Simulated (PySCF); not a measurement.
Static response to an electric field

Compound: C₆H₁₄Ge.
Numbering: `[CH3:1][CH:2]1[CH2:3][CH2:4][GeH2:5][CH2:6][CH2:7]1` (hydrogens: H8, H9, H10 on C1; H11 on C2; H12, H13 on C3; H14, H15 on C4; H16, H17 on Ge5; H18, H19 on C6; H20, H21 on C7)

Cartesian coordinates in Å at the PBE0-D3(BJ)/def2-SVP level; atoms count from 1:
```xyz
21
C6H14Ge angstrom
C     -2.9921   -0.6844   -0.0185
C     -1.4980   -0.4902    0.2119
C     -0.9250    0.4785   -0.8320
C      0.5064    0.9495   -0.5716
Ge     1.7147   -0.5845   -0.4067
C      0.6715   -1.8247    0.6947
C     -0.7882   -1.8513    0.2395
H     -3.5322    0.2745    0.0091
H     -3.1785   -1.1427   -1.0042
H     -3.4354   -1.3444    0.7431
H     -1.3638   -0.0238    1.2079
H     -0.9867   -0.0072   -1.8243
H     -1.5918    1.3568   -0.8924
H      0.8469    1.6329   -1.3647
H      0.5534    1.5145    0.3751
H      1.9900   -1.2007   -1.7975
H      3.0595   -0.2039    0.2475
H      0.7387   -1.4800    1.7407
H      1.1091   -2.8346    0.6670
H     -1.3618   -2.5267    0.8988
H     -0.8578   -2.2973   -0.7707
```

Level: CAM-B3LYP/def2-SVPD (PySCF), static field, nuclei fixed, core orbitals frozen in the response. The polarisability tensor in these axes (au):

```
x   114.31   0.24  -1.54
y     0.24  96.39  -4.30
z    -1.54  -4.30  89.16
```

Problem. Diagonalise the tensor; give its mean and Δα, where Δα² is half the sum of the squared differences of the eigenvalues.

Solution. Principal values 87.10, 98.34 and 114.41 au; mean 99.95 au = 14.81 Å³ = 16.48 × 10⁻⁴⁰ C²·m²/J; Δα = 23.78 au (24 % of the mean).

Problem. What is the dipole moment, and where does it point?

Solution. (-0.62, 0.12, 0.35) D, 0.72 D in size, pointing from the negative to the positive side. Measured along this direction, the outermost atoms are H16 at the negative end and H10 and H8 at the positive end.

Problem. Give the principal axes and the span of the nuclei along them.

Solution. Largest value along (1.00, 0.03, -0.07), where the nuclei span 6.55 Å; middle along (-0.05, 0.91, -0.42), 4.91 Å; least along (0.05, 0.42, 0.91), 3.06 Å. The response follows the extents in order.

Problem. Refractivity n − 1 of an ideal gas of it at 400 K and 1 atm, from the electronic α?

Solution. N = p/kT = 1.8347 × 10¹⁹ cm⁻³, so n − 1 = 2π × N × 14.81 × 10⁻²⁴ cm³ = 1707 × 10⁻⁶ at long wavelengths, for an ideal gas.

Problem. Sum over states: ᾱ = Σ f/ω², ω in Eh. What share falls to these 10 lowest TDDFT singlets (eV, f)? 7.28, 0.0021; 7.56, 0.0131; 7.91, 0.0020; 8.08, 0.0808; 8.08, 0.0199; 8.18, 0.0377; 8.42, 0.0947; 8.45, 0.0055; 8.56, 0.1197; 8.56, 0.0108.

Solution. They add up to 4.15 au, 4.2 % of the 99.95 au; the largest single term is 1.21 au, from the state at 8.56 eV. Terms in order: 0.03, 0.17, 0.02, 0.92, 0.23, 0.42, 0.99, 0.06, 1.21, 0.11 au. Higher excitations give the rest. The strengths listed sum to 0.386.

Problem. What molar refraction does this α imply?

Solution. Lorentz–Lorenz: R = (4π/3)N_A α = 2.5225 cm³/(mol·Å³) × 14.81 Å³ = 37.4 cm³/mol, in the limit of long wavelengths.

Problem. In a dilute gas of rigid molecules at 250 K, how does the orientational term μ²/3kT compare with the electronic polarisability?

Solution. In Gaussian units μ²/3kT = 5.03 Å³ against 14.81 Å³, a ratio of 0.34; the Debye molar polarisation (4π/3)N_A(α + μ²/3kT) is 50.1 cm³/mol, leaving out the vibrational part.

One conformer (not necessarily the lowest) at the PBE0-D3(BJ)/def2-SVP geometry, without solvent, vibrations or thermal averaging. The calculation is non-relativistic, for germanium too.
